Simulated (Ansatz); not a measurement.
Harmonic vibrations of (BeO)4 cube (Be₄O₄) by finite differences.

```yaml
crystal:
  periodic: [false, false, false]
  atoms:
    - {symbol: Be, position_ang: [-0.143681, -0.914662, 0.870374]}
    - {symbol: O, position_ang: [1.351157, -0.627515, 0.303494]}
    - {symbol: Be, position_ang: [0.789470, 0.889807, 0.446969]}
    - {symbol: O, position_ang: [-0.578470, 0.597774, 1.272617]}
    - {symbol: Be, position_ang: [-1.129322, 0.524485, -0.253679]}
    - {symbol: O, position_ang: [-0.944573, -1.064581, -0.534751]}
    - {symbol: Be, position_ang: [0.483529, -0.499631, -1.063661]}
    - {symbol: O, position_ang: [0.171879, 1.094323, -1.041353]}
basis:
  gaussian: {orbitals: def2-SVP}
hamiltonian: {xc: {name: B3LYP}, dispersion: d4}
scf: {omitted_lower_state_checks: [starts]}
phonons: {temperatures: {t_min: 298.15, t_max: 900, t_step: 200}}
```

```sh
$ ansatz run in.yaml --threads 4 --pin off --events-out ev --progress --plain --max-ram 3916MiB
```

Shortened log:

```
Functional definition: B3LYP
mean field -9795.96233693 eV, -359.9949759402 hartree, gradient 2.4e-5 eV, S^2 0.000000; 0 other end points of the search recorded, 0 dependent functions left out
mean field -9795.96228804 eV, -359.9949741436 hartree, gradient 9.2e-7 eV, S^2 0.000000; 0 other end points of the search recorded, 0 dependent functions left out
mean field -9795.96228996 eV, -359.9949742142 hartree, gradient 2.8e-6 eV, S^2 0.000000; 0 other end points of the search recorded, 0 dependent functions left out
mean field -9795.96227156 eV, -359.9949735379 hartree, gradient 2.4e-6 eV, S^2 0.000000; 0 other end points of the search recorded, 0 dependent functions left out
mean field -9795.96228659 eV, -359.9949740905 hartree, gradient 2.7e-6 eV, S^2 0.000000; 0 other end points of the search recorded, 0 dependent functions left out
mean field -9795.96228744 eV, -359.9949741216 hartree, gradient 2.8e-6 eV, S^2 0.000000; 0 other end points of the search recorded, 0 dependent functions left out
mean field -9795.96227265 eV, -359.9949735783 hartree, gradient 2.4e-6 eV, S^2 0.000000; 0 other end points of the search recorded, 0 dependent functions left out
mean field -9795.96235177 eV, -359.9949764860 hartree, gradient 2.7e-6 eV, S^2 0.000000; 0 other end points of the search recorded, 0 dependent functions left out
mean field -9795.96217727 eV, -359.9949700732 hartree, gradient 1.7e-6 eV, S^2 0.000000; 0 other end points of the search recorded, 0 dependent functions left out
mean field -9795.96224943 eV, -359.9949727250 hartree, gradient 2.9e-6 eV, S^2 0.000000; 0 other end points of the search recorded, 0 dependent functions left out
mean field -9795.96233067 eV, -359.9949757105 hartree, gradient 2.6e-6 eV, S^2 0.000000; 0 other end points of the search recorded, 0 dependent functions left out
mean field -9795.96231525 eV, -359.9949751436 hartree, gradient 2.3e-6 eV, S^2 0.000000; 0 other end points of the search recorded, 0 dependent functions left out
mean field -9795.96227564 eV, -359.9949736882 hartree, gradient 2.3e-6 eV, S^2 0.000000; 0 other end points of the search recorded, 0 dependent functions left out
mean field -9795.96228854 eV, -359.9949741623 hartree, gradient 2.9e-6 eV, S^2 0.000000; 0 other end points of the search recorded, 0 dependent functions left out
mean field -9795.96227483 eV, -359.9949736582 hartree, gradient 2.4e-6 eV, S^2 0.000000; 0 other end points of the search recorded, 0 dependent functions left out
mean field -9795.96228687 eV, -359.9949741006 hartree, gradient 2.7e-6 eV, S^2 0.000000; 0 other end points of the search recorded, 0 dependent functions left out
mean field -9795.96227237 eV, -359.9949735681 hartree, gradient 2.4e-6 eV, S^2 0.000000; 0 other end points of the search recorded, 0 dependent functions left out
mean field -9795.96229027 eV, -359.9949742257 hartree, gradient 3.0e-6 eV, S^2 0.000000; 0 other end points of the search recorded, 0 dependent functions left out
mean field -9795.96228337 eV, -359.9949739722 hartree, gradient 2.9e-6 eV, S^2 0.000000; 0 other end points of the search recorded, 0 dependent functions left out
mean field -9795.96225310 eV, -359.9949728599 hartree, gradient 2.8e-6 eV, S^2 0.000000; 0 other end points of the search recorded, 0 dependent functions left out
mean field -9795.96232913 eV, -359.9949756537 hartree, gradient 2.5e-6 eV, S^2 0.000000; 0 other end points of the search recorded, 0 dependent functions left out
mean field -9795.96232942 eV, -359.9949756645 hartree, gradient 2.6e-6 eV, S^2 0.000000; 0 other end points of the search recorded, 0 dependent functions left out
mean field -9795.96225198 eV, -359.9949728186 hartree, gradient 2.9e-6 eV, S^2 0.000000; 0 other end points of the search recorded, 0 dependent functions left out
mean field -9795.96235015 eV, -359.9949764263 hartree, gradient 2.8e-6 eV, S^2 0.000000; 0 other end points of the search recorded, 0 dependent functions left out
mean field -9795.96218623 eV, -359.9949704024 hartree, gradient 1.6e-6 eV, S^2 0.000000; 0 other end points of the search recorded, 0 dependent functions left out
mean field -9795.96226444 eV, -359.9949732765 hartree, gradient 1.9e-6 eV, S^2 0.000000; 0 other end points of the search recorded, 0 dependent functions left out
mean field -9795.96228307 eV, -359.9949739612 hartree, gradient 2.4e-6 eV, S^2 0.000000; 0 other end points of the search recorded, 0 dependent functions left out
mean field -9795.96229043 eV, -359.9949742316 hartree, gradient 2.8e-6 eV, S^2 0.000000; 0 other end points of the search recorded, 0 dependent functions left out
mean field -9795.96228137 eV, -359.9949738988 hartree, gradient 2.9e-6 eV, S^2 0.000000; 0 other end points of the search recorded, 0 dependent functions left out
mean field -9795.96228665 eV, -359.9949740927 hartree, gradient 8.9e-7 eV, S^2 0.000000; 0 other end points of the search recorded, 0 dependent functions left out
mean field -9795.96229029 eV, -359.9949742263 hartree, gradient 2.8e-6 eV, S^2 0.000000; 0 other end points of the search recorded, 0 dependent functions left out
mean field -9795.96222049 eV, -359.9949716615 hartree, gradient 1.2e-6 eV, S^2 0.000000; 0 other end points of the search recorded, 0 dependent functions left out
mean field -9795.96234185 eV, -359.9949761213 hartree, gradient 2.8e-6 eV, S^2 0.000000; 0 other end points of the search recorded, 0 dependent functions left out
mean field -9795.96220773 eV, -359.9949711924 hartree, gradient 1.3e-6 eV, S^2 0.000000; 0 other end points of the search recorded, 0 dependent functions left out
mean field -9795.96234600 eV, -359.9949762736 hartree, gradient 2.8e-6 eV, S^2 0.000000; 0 other end points of the search recorded, 0 dependent functions left out
mean field -9795.96225726 eV, -359.9949730127 hartree, gradient 2.7e-6 eV, S^2 0.000000; 0 other end points of the search recorded, 0 dependent functions left out
mean field -9795.96232671 eV, -359.9949755649 hartree, gradient 2.5e-6 eV, S^2 0.000000; 0 other end points of the search recorded, 0 dependent functions left out
mean field -9795.96228970 eV, -359.9949742048 hartree, gradient 9.1e-7 eV, S^2 0.000000; 0 other end points of the search recorded, 0 dependent functions left out
mean field -9795.96228312 eV, -359.9949739629 hartree, gradient 2.7e-6 eV, S^2 0.000000; 0 other end points of the search recorded, 0 dependent functions left out
mean field -9795.96228203 eV, -359.9949739228 hartree, gradient 2.9e-6 eV, S^2 0.000000; 0 other end points of the search recorded, 0 dependent functions left out
mean field -9795.96229040 eV, -359.9949742305 hartree, gradient 2.8e-6 eV, S^2 0.000000; 0 other end points of the search recorded, 0 dependent functions left out
mean field -9795.96226659 eV, -359.9949733554 hartree, gradient 2.1e-6 eV, S^2 0.000000; 0 other end points of the search recorded, 0 dependent functions left out
mean field -9795.96228442 eV, -359.9949740107 hartree, gradient 2.5e-6 eV, S^2 0.000000; 0 other end points of the search recorded, 0 dependent functions left out
mean field -9795.96230812 eV, -359.9949748818 hartree, gradient 2.2e-6 eV, S^2 0.000000; 0 other end points of the search recorded, 0 dependent functions left out
mean field -9795.96228500 eV, -359.9949740321 hartree, gradient 2.1e-6 eV, S^2 0.000000; 0 other end points of the search recorded, 0 dependent functions left out
mean field -9795.96234668 eV, -359.9949762988 hartree, gradient 2.8e-6 eV, S^2 0.000000; 0 other end points of the search recorded, 0 dependent functions left out
mean field -9795.96220476 eV, -359.9949710832 hartree, gradient 1.4e-6 eV, S^2 0.000000; 0 other end points of the search recorded, 0 dependent functions left out
mean field -9795.96221059 eV, -359.9949712976 hartree, gradient 1.3e-6 eV, S^2 0.000000; 0 other end points of the search recorded, 0 dependent functions left out
mean field -9795.96234489 eV, -359.9949762329 hartree, gradient 2.8e-6 eV, S^2 0.000000; 0 other end points of the search recorded, 0 dependent functions left out
Total energy: -9796.37910189 eV, -360.0102917702 hartree
Atom 0 at    -0.143681    -0.914662     0.870374 Å, force     0.000170     0.000300    -0.000189 eV/Å
Atom 1 at     1.351157    -0.627515     0.303494 Å, force     0.000023    -0.000028     0.000067 eV/Å
Atom 2 at     0.789470     0.889807     0.446969 Å, force    -0.000106    -0.000321    -0.000251 eV/Å
Atom 3 at    -0.578470     0.597774     1.272617 Å, force    -0.000267     0.000035    -0.000066 eV/Å
Atom 4 at    -1.129322     0.524485    -0.253679 Å, force     0.000329    -0.000113     0.000222 eV/Å
Atom 5 at    -0.944573    -1.064581    -0.534751 Å, force     0.000119    -0.000160    -0.000075 eV/Å
Atom 6 at     0.483529    -0.499631    -1.063661 Å, force    -0.000436     0.000162     0.000262 eV/Å
Atom 7 at     0.171879     1.094323    -1.041353 Å, force     0.000168     0.000125     0.000029 eV/Å
Dipole moment:     0.000003    -0.000002    -0.000005 e Å
Vibrations: 523.89 523.90 575.87 575.87 575.87 587.30 587.30 587.30 676.15 676.16 758.79 787.75 787.75 787.76 971.84 971.85 971.85 1010.12 cm⁻¹, zero-point energy 0.802012 eV
Checks for a lower state left out: starts
```

It took 45 s on 4 threads of Arm Neoverse V1 on a shared host.
